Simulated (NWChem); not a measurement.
## Correlation energy of Ga (-1)

```xyz
1

Ga     0.0000     0.0000     0.0000
```
Charge -1, spin multiplicity 3.

The numbers come from NWChem runs, not from measurements.

Basis set: def2-TZVPD. Each correlation energy counts from its own Hartree-Fock reference.

| method | correlation energy (mHa) |
|---|---|
| UMP2 | -190.1 |
| SCS-UMP2 | -174.7 |
| CCSD on UHF | -194.1 |
| CCSD[T] on UHF | -204.0 |
| CCSD(T) on UHF | -202.6 |
| CCSD on ROHF | -197.6 |
| CCSD[T] on ROHF | -207.7 |
| CCSD(T) on ROHF | -206.4 |

The values span 33.1 mHa, from CCSD[T] on ROHF (lowest) to SCS-UMP2 (highest). 

The Hamiltonian is non-relativistic. The correlated methods keep 9 core orbitals frozen. The stability of the SCF solutions was not checked. Open-shell Hartree-Fock references start from PBE0 orbitals. Coupled-cluster values serve here as a point of comparison, not as the truth.
